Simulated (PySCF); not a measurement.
A structure optimised at PBE-D3(BJ)/def2-SVP, used in a PySCF frequency run:

```xyz
13

F      2.9898     1.4239     1.0141
Si     2.8994    -0.0826     0.3770
C      1.1547    -0.4693    -0.0227
C     -0.0191    -0.7487    -0.2997
Si    -1.7905    -1.0785    -0.6824
Si    -3.0235     0.8433    -0.1041
H      3.4071    -1.0533     1.3978
H      3.7187    -0.1105    -0.8761
H     -1.9277    -1.3857    -2.1488
H     -2.2507    -2.2726     0.1088
H     -2.8532     1.1272     1.3626
H     -2.5285     2.0170    -0.9031
H     -4.4827     0.6203    -0.4008
```
Charge 0, spin multiplicity 1.

Q: Write its SMILES and formula.

A: F[SiH2]C#C[SiH2][SiH3], C2H7FSi3

Q: What are its rotational constants (standard atomic weights)?

A: 3.7009, 0.57892, 0.50987 GHz
